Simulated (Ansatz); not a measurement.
Computed with Ansatz.

Basis-set series for `CO[Si](OCC(F)(F)F)(OCC(F)(F)F)OCC(F)(F)F`. The species carries charge 0 and has multiplicity 1. Geometry: relaxed with PBE0-D4/def2-TZVP. It is one conformer, not always the lowest.

```tsv
functional	basis	functions	energy (Eh)	HOMO (eV)	LUMO (eV)
PBE0-D4	def2-TZVPP	788	-1760.43359	-8.90	0.56
PBE0-D4	def2-QZVPP	1480	-1760.51946	-8.94	0.24
ωB97M-V	def2-TZVPP	788	-1761.62295	-11.32	2.15
ωB97M-V	def2-QZVPP	1480	-1761.70344	-11.36	1.49
```

Question: Give the rows for def2-SVP. (Estimate.)

Answer: The calculation gave: 
```json
{"functional": "PBE0-D4", "basis": "def2-SVP", "functions": "343", "energy (Eh)": "-1758.56548", "HOMO (eV)": "-8.78", "LUMO (eV)": "1.06"}
{"functional": "ωB97M-V", "basis": "def2-SVP", "functions": "343", "energy (Eh)": "-1759.71711", "HOMO (eV)": "-11.19", "LUMO (eV)": "2.87"}
```

Positive LUMOs are unbound and depend on the basis.
